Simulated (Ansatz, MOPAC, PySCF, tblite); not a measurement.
Scan of H6SeSi2, singlet: bend at the central Se, local threefold symmetry of each SiH3 group. Scanned: Si-Se-Si angle. Other coordinates (Se-Si length, H-Si-Se angle, Si-H length) were minimised at PBE0/def2-TZVP.

- RKS-B3LYP/6-31G* = restricted B3LYP/6-31G*, spherical d run with PySCF
- GFN2-xTB, 300 K electronic temperature (tblite)
- PM3, restricted, heats of formation (MOPAC)
- CCSD(T)/aug-cc-pVTZ = Ansatz (an electronic-structure program) with CCSD(T) on RHF/aug-cc-pVTZ, cores with 3d frozen

Energies relative to the lowest point of each profile, in kJ/mol; the last columns give the difference from CCSD(T):

```csv
a / °,RKS-B3LYP/6-31G*,GFN2-xTB,PM3,CCSD(T)/aug-cc-pVTZ,RKS-B3LYP/6-31G* − CCSD(T)/aug-cc-pVTZ,GFN2-xTB − CCSD(T)/aug-cc-pVTZ,PM3 − CCSD(T)/aug-cc-pVTZ
180,140.9,77.6,113.6,134.4,6.6,-56.7,-20.8
170.25,135.4,73.8,111.0,129.5,6.0,-55.7,-18.5
162.75,124.4,66.1,105.1,119.6,4.8,-53.5,-14.5
155.25,108.9,56.1,94.7,105.7,3.2,-49.6,-11.0
147.75,90.5,45.0,78.3,89.2,1.4,-44.2,-10.9
140.25,71.1,33.9,59.4,71.5,-0.4,-37.6,-12.1
132.75,52.3,23.6,42.0,54.0,-1.8,-30.4,-12.0
125.25,35.1,14.7,27.3,37.8,-2.6,-23.1,-10.5
117.75,20.6,7.5,15.8,23.6,-3.0,-16.1,-7.8
110.25,9.4,2.5,7.8,12.2,-2.8,-9.7,-4.4
102.75,2.3,0.0,2.8,4.1,-1.7,-4.1,-1.3
95.25,0.0,0.9,0.5,0.0,0.0,0.9,0.5
90,1.9,4.4,0.0,0.3,1.6,4.1,-0.3
```

RKS-B3LYP/6-31G* is furthest from CCSD(T)/aug-cc-pVTZ at 180 (6.6 kJ/mol, above); its mean absolute difference over the points is 2.7 kJ/mol.

GFN2-xTB is furthest from CCSD(T)/aug-cc-pVTZ at 180 (-56.7 kJ/mol, below); its mean absolute difference over the points is 29.7 kJ/mol.

PM3 is furthest from CCSD(T)/aug-cc-pVTZ at 180 (-20.8 kJ/mol, below); its mean absolute difference over the points is 9.6 kJ/mol.
